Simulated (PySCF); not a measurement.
Calculation: PySCF with PBE0-D3(BJ)/def2-TZVP // PBE0-D3(BJ)/def2-SVP. All species are isolated molecules in the gas phase. Excitations are Tamm–Dancoff values on a coarser integration grid. The basis has no diffuse functions, so Rydberg states are missing or too high.

Reference species (SMILES): `[SiH3]c1c(Cl)ccc2sccc12` (neutral, multiplicity 1).

```yaml
brightest of the four lowest singlets (TDA): 5.62 eV
HOMO–LUMO gap: 5.25 eV
```

Changed species: `c12c(c([SiH3])c(cc1)Cl)scc2`.

Question: Give the shifts of the brightest of the four lowest singlets (TDA) and HOMO–LUMO gap.

Answer: the brightest of the four lowest singlets (TDA) decreases by 0.15 eV, to 5.47 eV; the HOMO–LUMO gap falls by 0.03 eV, to 5.22 eV.
